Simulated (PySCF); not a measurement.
**Correlation energy of Fe¹⁸⁺ (iron, charge +18)**

Starting occupation: [He] 2s2 2p4, 2p1/2 with m_j = -1/2, +1/2, 2p3/2 with m_j = +1/2, +3/2. All numbers are calculated (PySCF 2.14, X2C-1e with screened-nucleus spin-orbit coupling, Gaussian nucleus, in an uncontracted even-tempered set (18 s from 4.2 bohr⁻², ratio 2.4; 11 p from 5.4 bohr⁻², ratio 2.4; 5 d from 23 bohr⁻², ratio 2.6; 5 f from 34 bohr⁻², ratio 2.6)). Frozen: nothing; 8 electrons correlated; the 30 highest virtual spinors left out.

MP2 pair energies summed by pair of shells (mhartree):

```tsv
pair	energy	share (%)
2p-2s	-86.94	33.2
2p-2p	-83.27	31.8
1s-1s	-39.70	15.2
1s-2p	-29.85	11.4
2s-2s	-12.30	4.7
1s-2s	-9.71	3.7
```

Total MP2 correlation energy: -261.77 mhartree.

The GHF reference relaxed away from the jj start to a determinant that is no pure jj level (⟨S²⟩ = 1.80, ⟨J²⟩ = 6.00); the energies belong to that determinant.
